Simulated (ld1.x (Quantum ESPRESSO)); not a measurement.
# germanium (Ge), PAW: configuration errors across variants

germanium, PAW, made with ld1.x (Quantum ESPRESSO) 7.5 (LDA (PZ), scalar-relativistic). Core [Ar], reference 3d10 4s2 4p2. Waves: 4s (bound): rcut 1.40, rcutus 1.75 bohr; 4s channel at 1.5 Ry: rcut 1.40, rcutus 1.75 bohr; 4p (bound): rcut 1.50, rcutus 2.00 bohr; 4p channel at 2.05 Ry: rcut 1.50, rcutus 2.00 bohr; 3d (bound): rcut 1.00, rcutus 1.35 bohr; 3d channel at 0.8 Ry: rcut 1.00, rcutus 1.35 bohr. Local part: all-electron potential smoothed inside 1.45 bohr (lloc = -1). Core correction: Bessel-smoothed model core inside 1.10 bohr. Augmentation charge: PSQ, inside the norm-conserving radii.

All-electron excitation energies from the reference (eV): (1) 3d10 4s2 4p1 7.636; (2) 3d10 4s2 4p0 23.352; (3) 3d10 4s1 4p0 58.570; (4) 3d10 4s1 4p2 16.413; (5) 3d10 4s2 4p2.3 -0.928; (6) 3d10 4s0 4p4 16.359; (7) 3d10 4s2 4p2 spin -0.563; (8) 3d10 4s2 4p1 spin 7.451.

Spin tests fill each open shell by Hund’s rule, majority spin first.

Tests that are not counted but printed errors over 1 eV. “base”: 3d10 4s0 4p0 (solver errors, printed error -1713 eV). “augmentation BESSEL, radius 0.90 bohr”: 3d10 4s0 4p0 (solver errors, printed error -1713 eV). “local potential all-electron potential smoothed inside 1.48 bohr (lloc = -1)”: 3d10 4s0 4p0 (solver errors, printed error -1713 eV). “core correction Bessel-smoothed model core inside 1.00 bohr”: 3d10 4s0 4p0 (solver errors, printed error -1713 eV). “waves 4s (bound): rcut 1.40, rcutus 2.26 bohr; 4s channel at 1.5 Ry: rcut 1.40, rcutus 2.26 bohr”: 3d10 4s0 4p0 (solver errors, printed error -1713 eV).

2 further variants failed, have other tests or too few solved ones, and are left out.

Errors AE − PS in meV (a dash: test not solved or not reliable):

```csv
change,(1),(2),(3),(4),(5),(6),(7),(8),bound ghosts
base,-1.0,-3.6,-12,-2.0,+0.2,-2.2,-0.1,-1.1,none
"augmentation BESSEL, radius 0.90 bohr",-1.0,-3.0,-9.5,-1.9,+0.1,-2.2,-0.1,-1.0,none
local potential all-electron potential smoothed inside 1.48 bohr (lloc = -1),-1.0,-3.6,-12,-2.0,+0.2,-2.2,-0.1,-1.1,none
core correction Bessel-smoothed model core inside 1.00 bohr,-1.0,-3.6,-12,-2.0,+0.2,-2.2,-0.1,-1.1,none
"waves 4s (bound): rcut 1.40, rcutus 2.26 bohr; 4s channel at 1.5 Ry: rcut 1.40, rcutus 2.26 bohr",-0.9,-2.7,-10,-1.7,+0.1,-2.1,-0.1,-1.0,none
local potential all-electron potential smoothed inside 1.70 bohr (lloc = -1),-1.0,-3.6,-12,-2.0,+0.1,-2.2,-0.1,-1.1,none
"wave 4s channel at 1.5 Ry: rcut 1.40, rcutus 1.75 bohr becomes 4s channel at 6.66 Ry: rcut 1.40, rcutus 1.75 bohr",-1.0,-3.3,-11,-1.9,+0.2,-2.2,-0.1,-1.1,none
type RRKJ; waves now 4p (bound): rc 2.00 bohr; 3d (bound): rc 1.35 bohr; 4s (bound): rc 1.75 bohr; local potential the s channel; rho0 0.02,-0.9,-0.4,-1.1,-4.5,+0.2,-18,+5.3,+1.2,none
"waves 3d (bound): rcut 1.00, rcutus 1.70 bohr; 3d channel at 0.8 Ry: rcut 1.00, rcutus 1.70 bohr",-1.1,-4.1,-14,-2.3,+0.1,-2.5,-0.1,-1.2,none
```

Give the same row for: waves 4p (bound): rcut 1.50, rcutus 2.68 bohr; 4p channel at 2.05 Ry: rcut 1.50, rcutus 2.68 bohr.

-1.0, -3.5, -12, -2.0, +0.2, -2.0, -0.1, -1.2; bound ghosts: none. Not counted: 3d10 4s0 4p0 (solver errors, printed error -1713 eV).
